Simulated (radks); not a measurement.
Species: Sc. Configuration: [Ar] 3d1 4s2.

Method: non-relativistic Kohn-Sham, PBE, spin-polarised, spherical densities, point nucleus; open shells are filled with parallel spins first; hard spherical wall at 10 bohr; computed with a radial shooting solver on a logarithmic mesh with Libxc functionals.

Energy parts (hartree):
part                       energy
total                  -760.38940
kinetic                 759.68015
electron-nucleus      -1800.23402
Hartree                 318.83179
exchange-correlation    -38.66732

Orbitals (lengths in bohr, moments of r in powers of bohr; <r^-3> diverges for s and p1/2; r(max) is where P^2 peaks; r(90%) holds 90 % of the orbital's charge):
| orbital | occ. | eigenvalue (hartree) | <r^-3> | r(90%) | r(max) | <r> |
|---|---|---|---|---|---|---|
| 1s down | 1 | -160.6167 | - | 0.131 | 0.04836 | 0.07360 |
| 1s up | 1 | -160.6165 | - | 0.131 | 0.04836 | 0.07360 |
| 2s up | 1 | -17.25198 | - | 0.538 | 0.2859 | 0.3461 |
| 2s down | 1 | -17.24411 | - | 0.538 | 0.2859 | 0.3460 |
| 2p up | 3 | -14.24402 | 218.3 | 0.508 | 0.2333 | 0.3087 |
| 2p down | 3 | -14.23799 | 218.5 | 0.508 | 0.2332 | 0.3085 |
| 3s up | 1 | -2.00753 | - | 1.62 | 0.9328 | 1.082 |
| 3s down | 1 | -1.97858 | - | 1.62 | 0.9325 | 1.082 |
| 3p up | 3 | -1.24256 | 24.09 | 1.81 | 0.9706 | 1.171 |
| 3p down | 3 | -1.21359 | 24.09 | 1.81 | 0.9700 | 1.171 |
| 4s up | 1 | -0.15366 | - | 5.47 | 3.113 | 3.661 |
| 4s down | 1 | -0.14398 | - | 5.57 | 3.178 | 3.730 |
| 3d up | 1 | -0.13041 | 1.408 | 3.28 | 1.093 | 1.816 |
| 3d down | 0 | -0.10557 | 1.359 | 3.46 | 1.094 | 1.890 |
| 4p up | 0 | -0.04917 | 1.298 | 6.64 | 3.930 | 4.505 |
| 4p down | 0 | -0.04346 | 1.206 | 6.73 | 4.008 | 4.577 |
| 5s up | 0 | 0.07854 | - | 8.24 | 6.877 | 6.031 |
| 4d up | 0 | 0.08149 | 0.2132 | 7.92 | 6.095 | 5.746 |
| 5s down | 0 | 0.08304 | - | 8.26 | 6.927 | 6.031 |
| 4d down | 0 | 0.08533 | 0.2364 | 7.95 | 6.175 | 5.744 |

The highest occupied level is 3d up at -3.549 eV. The pressure on the wall is 0.0357 GPa. The density falls to 0.001 e/bohr^3 at r = 4.98 bohr. The spin density at the nucleus is -0.0188 e/bohr^3 (1s 0.0031, 2s -0.1664, 3s -0.0172, 4s 0.1617), a Fermi contact field of -0.986 T. Summed over all electrons, <r^2> = 48.97 bohr^2, which gives a Langevin (diamagnetic) susceptibility term of -38.8 x 10^-6 cm^3/mol.
